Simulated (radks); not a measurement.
Values are calculated unless marked as measured or tabulated.
Trend from Sc to Zn: ionisation energy by Delta-SCF between NIST ground configurations, and size. Level of theory: scalar-relativistic Kohn-Sham, r2SCAN, spin-polarised, spherical densities, finite nucleus; open shells are filled with parallel spins first; meta-GGA in the generalised Kohn-Sham scheme; Fermi nuclear charge, rms radius of each element as measured or else 0.836 A^(1/3) + 0.57 fm (a radial shooting solver on a logarithmic mesh with Libxc functionals).

Sc: configuration [Ar] 3d1 4s2; configuration of the ion [Ar] 3d1 4s1; IE (eV) 6.185; NIST (eV) 6.561; kind exp.; -e(HOMO) (eV) 3.418 (3d); outermost 4s; <r> outermost (bohr) 3.86; r at 0.001 e/bohr^3 (bohr) 5.00
Ti: configuration [Ar] 3d2 4s2; configuration of the ion [Ar] 3d2 4s1; IE (eV) 6.426; NIST (eV) 6.828; kind exp.; -e(HOMO) (eV) 4.243 (4s); outermost 4s; <r> outermost (bohr) 3.71; r at 0.001 e/bohr^3 (bohr) 4.88
V: configuration [Ar] 3d3 4s2; configuration of the ion [Ar] 3d4; IE (eV) 5.553; NIST (eV) 6.746; kind exp.; -e(HOMO) (eV) 4.362 (4s); outermost 4s; <r> outermost (bohr) 3.59; r at 0.001 e/bohr^3 (bohr) 4.77
Cr: configuration [Ar] 3d5 4s1; configuration of the ion [Ar] 3d5; IE (eV) 7.355; NIST (eV) 6.767; kind exp.; -e(HOMO) (eV) 3.871 (3d); outermost 4s; <r> outermost (bohr) 3.28; r at 0.001 e/bohr^3 (bohr) 4.40
Mn: configuration [Ar] 3d5 4s2; configuration of the ion [Ar] 3d5 4s1; IE (eV) 6.946; NIST (eV) 7.434; kind exp.; -e(HOMO) (eV) 4.556 (4s); outermost 4s; <r> outermost (bohr) 3.40; r at 0.001 e/bohr^3 (bohr) 4.58
Fe: configuration [Ar] 3d6 4s2; configuration of the ion [Ar] 3d6 4s1; IE (eV) 7.652; NIST (eV) 7.902; kind exp.; -e(HOMO) (eV) 4.501 (3d); outermost 4s; <r> outermost (bohr) 3.16; r at 0.001 e/bohr^3 (bohr) 4.49
Co: configuration [Ar] 3d7 4s2; configuration of the ion [Ar] 3d8; IE (eV) 7.902; NIST (eV) 7.881; kind exp.; -e(HOMO) (eV) 5.404 (4s); outermost 4s; <r> outermost (bohr) 2.99; r at 0.001 e/bohr^3 (bohr) 4.40
Ni: configuration [Ar] 3d8 4s2; configuration of the ion [Ar] 3d9; IE (eV) 6.992; NIST (eV) 7.640; kind exp.; -e(HOMO) (eV) 5.702 (4s); outermost 4s; <r> outermost (bohr) 2.86; r at 0.001 e/bohr^3 (bohr) 4.32
Cu: configuration [Ar] 3d10 4s1; configuration of the ion [Ar] 3d10; IE (eV) 8.257; NIST (eV) 7.726; kind exp.; -e(HOMO) (eV) 4.913 (3d); outermost 4s; <r> outermost (bohr) 2.90; r at 0.001 e/bohr^3 (bohr) 4.09
Zn: configuration [Ar] 3d10 4s2; configuration of the ion [Ar] 3d10 4s1; IE (eV) 9.411; NIST (eV) 9.394; kind exp.; -e(HOMO) (eV) 6.220 (4s); outermost 4s; <r> outermost (bohr) 2.65; r at 0.001 e/bohr^3 (bohr) 4.19

Reference values: NIST Atomic Spectra Database (measured). Open shells are spherical and high-spin; term and fine-structure splittings are not resolved.
